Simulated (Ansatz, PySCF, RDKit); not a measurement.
Constitutional and geometric isomers with formula C4H8Si. Gas-phase values, no solvent. One relaxed conformer stands for each flexible species; it need not be the lowest. Strings in code marks are SMILES.

Quantity: electronic energy of isomers of C4H8Si relative to `C#CC[SiH2]C`, in kcal/mol. The restricted reference of `C=CC(C)=[SiH2]`, `C[C@@H]1CC1=[SiH2]` and `C=C=[Si](C)C` is unstable towards unrestricted orbitals. Force-field values (RDKit) are differences of steric energies, which aren't made for comparing isomers with other bonds.

Level 1: frozen-core CCSD(T)/cc-pVTZ // B3LYP-D3(BJ)/def2-TZVP (Ansatz, a first-principles code)
Level 2: PBE-D3(BJ)/def2-TZVP // B3LYP-D3(BJ)/def2-TZVP (PySCF)
Level 3: PBE/6-31G* // B3LYP-D3(BJ)/def2-TZVP (PySCF)
Level 4: UFF, relaxed from the DFT geometry (RDKit)

| species | level 2 | level 3 | level 4 |
|---|---|---|---|
| `C=C=CC[SiH3]` | 5.74 | 2.55 | 1.23 |
| `C=CC(C)=[SiH2]` (C–C–C–Si torsion 180°) | 7.65 | 3.89 | 6.56 |
| `C[C@@H]1CC1=[SiH2]` | 21.5 | 15.1 | 178.8 |
| `CC1=C[Si@@H]1C` | -4.99 | -8.56 | 93.8 |
| `C=C=[Si](C)C` | 2.89 | 0.38 | 0.16 |

### Question
What does level 1 give for each, and how far do the other levels lie from it on average?

### Answer

- `C=C=CC[SiH3]`: 10.1
- `C=CC(C)=[SiH2]` (C–C–C–Si torsion 180°): 13.1
- `C[C@@H]1CC1=[SiH2]`: 28.4
- `CC1=C[Si@@H]1C`: 0.43
- `C=C=[Si](C)C`: 8.99
Mean absolute difference from level 1, which has limits of its own, over these rows (drawn at random from the members that have all these levels): level 2 5.64 kcal/mol, level 3 9.52 kcal/mol, level 4 53.6 kcal/mol.
